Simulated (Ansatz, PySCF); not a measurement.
Gas-phase reaction R1 → P1, each structure at its B3LYP-D3(BJ)/def2-TZVP stationary point, reached from a drawn start; harmonic modes at that level show minima.
R1, C3H4 (SMILES C#CC) (charge 0, multiplicity 1):
```xyz
7

C     -0.938    -0.092    -0.125
C      0.497     0.049     0.066
C      1.680     0.165     0.224
H     -1.166    -0.966    -0.739
H     -1.353     0.787    -0.622
H     -1.449    -0.210     0.833
H      2.728     0.267     0.363
```
P1, C3H4 (SMILES C1=CC1) (charge 0, multiplicity 1):
```xyz
7

C     -0.56652     0.66453     0.09785
C     -0.62892    -0.60912    -0.07456
C      0.76111    -0.03528    -0.01483
H     -1.06274     1.60851     0.23279
H     -1.21517    -1.50293    -0.18840
H      1.36807    -0.18569     0.87664
H      1.34426     0.05997    -0.92949
```

P less R. No zero-point or thermal terms.

Frozen-core correlation throughout.

The values were computed with Ansatz (Gaussian basis) for Hartree–Fock, density functionals and correlated methods; PySCF for the D3/D4 terms. No computed number here is a measurement.

Total energies in hartree:

| structure | PBE/def2-TZVPP | B3LYP-D3(BJ)/def2-TZVPP | CCSD(T)/cc-pVQZ |
|---|---|---|---|
| R1 | -116.535473 | -116.712482 | -116.468666 |
| P1 | -116.504862 | -116.674846 | -116.431284 |

Work out the reaction energy at each level in kJ/mol (1 hartree = 2625.49964 kJ/mol), and say how far PBE/def2-TZVPP lies from CCSD(T)/cc-pVQZ.


- PBE/def2-TZVPP: (-116.504862) − (-116.535473) = 0.030611 hartree = 80.4 kJ/mol
- B3LYP-D3(BJ)/def2-TZVPP: (-116.674846) − (-116.712482) = 0.037636 hartree = 98.8 kJ/mol
- CCSD(T)/cc-pVQZ: (-116.431284) − (-116.468666) = 0.037382 hartree = 98.1 kJ/mol
PBE/def2-TZVPP less CCSD(T)/cc-pVQZ: -17.7 kJ/mol. CCSD(T)/cc-pVQZ is the level counted from, the highest shown, and no exact or measured value.

Ansatz is a program for electronic structure.
